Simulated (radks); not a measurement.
The numbers below are computed, except where a source is named.
Spherical quantum dot in the effective-mass picture: electrons in a well V = -V0 / (1 + exp((r - R)/a)) with V0 = 14.3, R = 3.37, a = 0.37, with a point charge +1 (a donor) at the centre, all in effective atomic units (hartree* = m*/eps^2 hartree, bohr* = eps/m* bohr), one dielectric constant everywhere. Level of theory: non-relativistic Kohn-Sham, LDA (Slater exchange, Perdew-Wang correlation), spin-polarised, spherical densities (a radial shooting solver with Libxc functionals). Levels are named by radial order and angular momentum (1s, 1p, 1d, 2s, ...), and open shells are averaged over m. Results are scaled to m* = 0.444 and eps = 6.7, for which hartree* = 269.1 meV and bohr* = 0.7985 nm. Each electron was tried in the lowest free levels, single moves between levels near the top were tried too, and the lowest total energy was kept; such a search can miss a lower state. The series stops at N = 27: beyond it a trial failed or the search could not be trusted, so later rows were left out. At N = 1 the Hartree and exchange-correlation terms need not cancel, so that row can carry a self-interaction error.

| N | open shells | 2S | E (meV) | mu = E(N) - E(N-1) (meV) | addition energy mu(N+1) - mu(N) (meV) | e(HOMO) (meV) | rms radius (nm) |
|---|---|---|---|---|---|---|---|
| 1 | 1s(up 1, down 0) | 1 | -3930.51 | -3930.5 | 198.0 | -3851.5 | 0.9656 |
| 2 | none | 0 | -7663.03 | -3732.5 | 358.2 | -3660.0 | 1.054 |
| 3 | 1p(up 1, down 0) | 1 | -11037.4 | -3374.3 | 117.6 | -3316.3 | 1.216 |
| 4 | 1p(up 2, down 0) | 2 | -14294.1 | -3256.7 | 120.0 | -3196.9 | 1.302 |
| 5 | 1p(up 3, down 0) | 3 | -17430.9 | -3136.8 | 151.5 | -3076.8 | 1.360 |
| 6 | 1p(up 3, down 1) | 2 | -20416.3 | -2985.3 | 112.1 | -2929.8 | 1.406 |
| 7 | 1p(up 3, down 2) | 1 | -23289.5 | -2873.3 | 113.7 | -2816.5 | 1.444 |
| 8 | none | 0 | -26049.0 | -2759.5 | 287.1 | -2702.5 | 1.475 |
| 9 | 1d(up 1, down 0) | 1 | -28521.4 | -2472.4 | 105.8 | -2419.5 | 1.515 |
| 10 | 1d(up 2, down 0) | 2 | -30887.9 | -2366.6 | 105.9 | -2313.6 | 1.548 |
| 11 | 1d(up 3, down 0) | 3 | -33148.6 | -2260.6 | 105.8 | -2207.7 | 1.577 |
| 12 | 1d(up 4, down 0) | 4 | -35303.4 | -2154.8 | 105.6 | -2102.0 | 1.602 |
| 13 | 1d(up 5, down 0) | 5 | -37352.6 | -2049.2 | 132.9 | -1996.5 | 1.625 |
| 14 | 1d(up 5, down 1) | 4 | -39268.9 | -1916.3 | 101.9 | -1865.4 | 1.646 |
| 15 | 1d(up 5, down 2) | 3 | -41083.3 | -1814.4 | 102.1 | -1763.4 | 1.665 |
| 16 | 1d(up 5, down 3) | 2 | -42795.6 | -1712.3 | 102.1 | -1661.2 | 1.683 |
| 17 | 1d(up 5, down 4) | 1 | -44405.8 | -1610.2 | 101.9 | -1559.2 | 1.699 |
| 18 | none | 0 | -45914.2 | -1508.3 | 153.1 | -1457.5 | 1.714 |
| 19 | 2s(up 1, down 0) | 1 | -47269.4 | -1355.2 | 147.8 | -1293.4 | 1.721 |
| 20 | none | 0 | -48476.8 | -1207.4 | 186.9 | -1145.3 | 1.726 |
| 21 | 1f(up 1, down 0) | 1 | -49497.3 | -1020.5 | 96.91 | -972.06 | 1.743 |
| 22 | 1f(up 2, down 0) | 2 | -50420.9 | -923.63 | 96.75 | -875.22 | 1.758 |
| 23 | 1f(up 3, down 0) | 3 | -51247.8 | -826.88 | 96.56 | -778.56 | 1.773 |
| 24 | 1f(up 4, down 0) | 4 | -51978.1 | -730.32 | 96.34 | -682.11 | 1.787 |
| 25 | 1f(up 5, down 0) | 5 | -52612.1 | -633.98 | 96.10 | -585.89 | 1.800 |
| 26 | 1f(up 6, down 0) | 6 | -53150.0 | -537.88 | 95.85 | -489.91 | 1.813 |
| 27 | 1f(up 7, down 0) | 7 | -53592.0 | -442.02 | - | -394.18 | 1.825 |

All shells are closed at N = 2, 8, 18, 20 (there: 1s2 1p6 1d10 2s2); the second difference of the energy has clear peaks (12 % above both neighbours; the first and last values, which can be the largest, are not judged, and half-filled shells can peak too) at N = 2, 5, 8, 13, 20.
